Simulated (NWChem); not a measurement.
# Si$_{3}$H$_{6}$, singlet; SMILES [Si]([SiH3])[SiH3]

Program: NWChem. Low-valent species are run as closed-shell singlets; no triplet was tried in these runs. Structure relaxed at the PBE0/def2-SVP level. Level: PBE0/def2-SVP with SMD (1 M gas to 1 M solution), gas-phase geometry. Reactions with the solvent are ignored.

For solvent n-hexane:

```yaml
solvation free energy (kcal/mol): -1.8
cavity-dispersion-structure term (kcal/mol): -1.0
```

### Question
Estimate the same quantities for solvent water.

### Answer
| Quantity | Result |
|---|---|
| solvation free energy (kcal/mol) | 1.5 |
| cavity-dispersion-structure term (kcal/mol) | 3.2 |
